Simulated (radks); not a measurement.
Results of a calculation; reference values are marked as such.
Question: F0.5+, configuration [He] 2s2 2p(up 3, down 1.5) (fractional occupations, a model configuration). Code: a radial shooting solver on a logarithmic mesh with Libxc functionals. Model: non-relativistic Kohn-Sham, PBEsol, spin-polarised, spherical densities, point nucleus. Some entries of the table are withheld. Estimate them.

orbital  occ.  eigenvalue (eV)  <r^2> (bohr^2)  <r> (bohr)
1s up       1        -670.4154         0.04231      0.1770
1s down     1        -669.2310         0.04215      0.1767
2s up       1         -39.0907             (1)      0.9801
2s down     1         -36.3794             (2)      0.9961
2p up       3         -20.3336           1.358         (3)
2p down   1.5         -17.6265           1.487         (4)

Answer: 
(1) 2s up <r^2> (bohr^2): 1.162
(2) 2s down <r^2> (bohr^2): 1.204
(3) 2p up <r> (bohr): 1.021
(4) 2p down <r> (bohr): 1.063
